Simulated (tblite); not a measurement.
Species: C3H7SSe (doublet state).
SMILES with atom numbers: `[CH3:1][C@H:2]([S:3])[CH2:4][SeH:5]` (hydrogens: H6, H7, H8 on C1; H9 on C2; H10, H11 on C4; H12 on Se5)

Computed with GFN2-xTB (tblite), gas phase: L-BFGS steps from a force-field or distance-geometry start until the largest atomic force falls under 0.01 eV/Å.

Step 18: E = -445.3097 eV
```
atom  x, y, z in Å  |  force x, y, z in eV/Å
C1     -1.6109    0.1787    0.2908    0.026   0.000  -0.003
C2     -0.1288    0.4424    0.5314    0.015   0.013  -0.008
S3      0.3871    1.9364   -0.3484    0.020  -0.010   0.016
C4      0.7058   -0.7557    0.0923   -0.011  -0.019  -0.024
Se5     2.6124   -0.6634    0.5626    0.015   0.025   0.005
H6     -2.1986    1.0392    0.6002   -0.003   0.006   0.008
H7     -1.9313   -0.6895    0.8637   -0.026  -0.004  -0.011
H8     -1.7969   -0.0027   -0.7653   -0.005  -0.020  -0.011
H9      0.0379    0.6397    1.5942    0.050   0.033   0.014
H10     0.6406   -0.8969   -0.9864   -0.001   0.006  -0.051
H11     0.3444   -1.6602    0.5862   -0.012  -0.037   0.039
H12     2.9394    0.4314   -0.3268   -0.069   0.006   0.027
```

Step 19: E = -445.3102 eV
```
atom  x, y, z in Å  |  force x, y, z in eV/Å
C1     -1.6105    0.1786    0.2908    0.043   0.007  -0.001
C2     -0.1284    0.4414    0.5317    0.034   0.045  -0.022
S3      0.3882    1.9373   -0.3498    0.009  -0.050   0.039
C4      0.7038   -0.7578    0.0912    0.001  -0.004  -0.012
Se5     2.6111   -0.6636    0.5612    0.014   0.025  -0.004
H6     -2.1969    1.0404    0.5996   -0.010  -0.006   0.006
H7     -1.9295   -0.6900    0.8640   -0.037   0.005  -0.017
H8     -1.7935   -0.0028   -0.7660   -0.016  -0.020  -0.001
H9      0.0409    0.6389    1.5946    0.042   0.031  -0.004
H10     0.6378   -0.8985   -0.9880   -0.003  -0.002  -0.032
H11     0.3427   -1.6609    0.5887   -0.006  -0.031   0.018
H12     2.9355    0.4365   -0.3234   -0.071   0.000   0.031
```

Step 20: E = -445.3109 eV
```
atom  x, y, z in Å  |  force x, y, z in eV/Å
C1     -1.6093    0.1786    0.2907    0.048   0.013   0.002
C2     -0.1273    0.4408    0.5318    0.046   0.054  -0.028
S3      0.3898    1.9376   -0.3507    0.003  -0.074   0.049
C4      0.7014   -0.7606    0.0895    0.017   0.008   0.004
Se5     2.6100   -0.6643    0.5586    0.005   0.016  -0.010
H6     -2.1949    1.0415    0.5988   -0.013  -0.019   0.002
H7     -1.9281   -0.6905    0.8639   -0.040   0.018  -0.023
H8     -1.7900   -0.0034   -0.7668   -0.024  -0.016   0.012
H9      0.0453    0.6389    1.5947    0.029   0.023  -0.025
H10     0.6338   -0.9007   -0.9904   -0.004  -0.011   0.002
H11     0.3409   -1.6620    0.5924    0.003  -0.013  -0.015
H12     2.9296    0.4433   -0.3180   -0.071   0.001   0.028
```

Step 21: E = -445.3117 eV
```
atom  x, y, z in Å  |  force x, y, z in eV/Å
C1     -1.6071    0.1788    0.2905    0.037   0.015   0.003
C2     -0.1251    0.4408    0.5315    0.045   0.033  -0.023
S3      0.3922    1.9371   -0.3509    0.006  -0.072   0.041
C4      0.6987   -0.7640    0.0877    0.037   0.017   0.021
Se5     2.6092   -0.6664    0.5533   -0.006   0.000  -0.010
H6     -2.1927    1.0424    0.5975   -0.013  -0.028  -0.002
H7     -1.9272   -0.6906    0.8631   -0.034   0.031  -0.023
H8     -1.7860   -0.0045   -0.7675   -0.028  -0.008   0.024
H9      0.0513    0.6397    1.5941    0.014   0.012  -0.039
H10     0.6277   -0.9041   -0.9930   -0.004  -0.022   0.043
H11     0.3391   -1.6632    0.5976    0.013   0.013  -0.054
H12     2.9211    0.4534   -0.3092   -0.068   0.009   0.019
```

Problem. Estimate the geometry and energy of step 22. (The exact step hangs on the optimiser's Hessian estimate; all steps are aligned on step 21, rigid shifts and turns removed.)

Solution. E = -445.3125 eV, largest force 0.092 eV/Å
```
atom  x, y, z in Å  |  force x, y, z in eV/Å
C1     -1.6040    0.1793    0.2901    0.013   0.013   0.002
C2     -0.1220    0.4412    0.5306    0.028  -0.009  -0.007
S3      0.3952    1.9354   -0.3504    0.020  -0.042   0.013
C4      0.6962   -0.7675    0.0860    0.053   0.019   0.032
Se5     2.6087   -0.6700    0.5453   -0.011  -0.018  -0.005
H6     -2.1904    1.0428    0.5957   -0.010  -0.026  -0.004
H7     -1.9268   -0.6901    0.8617   -0.021   0.037  -0.016
H8     -1.7821   -0.0060   -0.7679   -0.026   0.003   0.027
H9      0.0583    0.6410    1.5926    0.000   0.000  -0.038
H10     0.6196   -0.9091   -0.9949    0.000  -0.029   0.072
H11     0.3377   -1.6641    0.6031    0.019   0.031  -0.084
H12     2.9106    0.4663   -0.2973   -0.064   0.020   0.006
```

The energy changes by -0.0009 eV. The first-order estimate −F·Δx gives -0.0012 eV and the mean of the old and new forces, exact on a quadratic surface, -0.0009 eV. The step makes an angle of 76° with the force vector and moves no atom by more than 0.020 Å.

What follows is the cost of the whole relaxation. The run took 0.23 s on Arm Neoverse V2, one thread (shared host).
